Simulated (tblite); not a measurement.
hexafluoropropene (C3F6), singlet, geometry from GFN2-xTB; tblite with GFN1-xTB with ALPB(water).

The tblite input:
```
$ tblite run mol.xyz --method gfn1 --charge 0 --spin 0 --alpb water --json tblite.json --no-restart

# file mol.xyz
9

F      2.49184748    -0.18829557     0.79842098
C      1.31418502     0.24683492     0.42467974
F      1.26067366     1.55824784     0.42112146
C      0.28229877    -0.52520184     0.08521556
F      0.37606850    -1.85663792     0.10149667
C     -1.06436063     0.03101770    -0.34154878
F     -1.61086992     0.78624932     0.61807922
F     -0.95447491     0.80748822    -1.42550070
F     -1.91799358    -0.94215242    -0.62584863
```

Output, abridged:

```
xTB calculator
 | screened Coulomb repulsion
 | Coulomb electrostatics
 |  * isotropic Klopman-Ohno-Mataga-Nishimoto electrostatics
 |  * onsite third-order electrostatics
 | DFT-D3(BJ) dispersion correction
 | Interactions (3)
 | [1] alpb/gbsa reaction field model
 | [2] cds contribution to solvation
 | [3] empirical free energy shift and standard state/solvent correction

halogen bonding energy    0.0000000000000E+00 Eh
repulsion energy          1.1993494253376E-01 Eh
dispersion energy        -2.5757959534217E-03 Eh
interaction energy        8.1830169897645E-03 Eh
number of electrons       5.4000000000000E+01 e
integral cutoff           1.7350510997663E+01 bohr

------------------------------------------------------------
  cycle        total energy    energy error   density error
------------------------------------------------------------
      1     -36.70555857165  -3.6831101E+01   6.4026603E-01
      2     -37.14703685743  -4.4147829E-01   3.2416665E-01
      3     -37.14903316510  -1.9963077E-03   1.6657455E-01
      4     -37.14867933360   3.5383150E-04   2.1595623E-02
      5     -37.14949090072  -8.1156713E-04   4.6692659E-03
      6     -37.14953263278  -4.1732056E-05   6.7271175E-04
      7     -37.14953343658  -8.0380297E-07   1.8934398E-04
      8     -37.14953348199  -4.5408044E-08   1.0060354E-04
      9     -37.14953350385  -2.1865603E-08   2.2751738E-05
     10     -37.14953350498  -1.1256986E-09   1.3929316E-06
------------------------------------------------------------

electronic energy        -3.7275075668550E+01 Eh
total energy             -3.7149533504980E+01 Eh

Post processing:
 | Mayer-Wiberg bond orders

[Info] JSON dump of results written to 'tblite.json'
```
